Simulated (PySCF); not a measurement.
C₂H₆O₆Si₂. Atoms are numbered in the order given.

```xyz
16

Si    -2.4517     0.0004     0.0002
O     -3.0060     1.3396    -0.7736
O     -3.0063     0.0008     1.5467
O     -3.0089    -1.3385    -0.7721
C     -0.6126    -0.0002    -0.0003
C      0.6126     0.0002    -0.0003
Si     2.4517    -0.0004     0.0002
O      3.0089     1.3385    -0.7721
O      3.0060    -1.3396    -0.7736
O      3.0063    -0.0008     1.5467
H     -2.7179     2.1917    -0.4346
H     -2.7295    -0.7261     2.1115
H     -2.7369    -1.4622    -1.6857
H      2.7369     1.4622    -1.6857
H      2.7179    -2.1917    -0.4346
H      2.7295     0.7261     2.1115
```

Coordinates come from a PBE0-D3(BJ)/def2-SVP optimisation. The structure was generated by enumeration, and PubChem lists no compound with its InChIKey, so it may never have been made. Other conformers were not sampled.

Level of theory: PySCF with PBE0/pcSseg-1.

GIAO shieldings, no solvent; atoms alike by connectivity are averaged. δ = σ(ref) − σ: ²⁹Si against TMS (σ = 352.7 ppm); ¹⁷O against H2O (σ = 334.2 ppm); ¹³C against TMS (σ = 186.3 ppm); ¹H against TMS (σ = 31.56 ppm), references at their B3LYP-D3(BJ)/def2-TZVP geometries, non-relativistic.

```
nucleus                         atoms  count  δ (ppm)
-------  ----------------------------  -----  -------
²⁹Si                         Si1, Si7      2    -67.4
¹⁷O           O2, O3, O4, O8, O9, O10      6     60.7
¹³C                            C5, C6      2    111.5
¹H       H11, H12, H13, H14, H15, H16      6     2.12
```
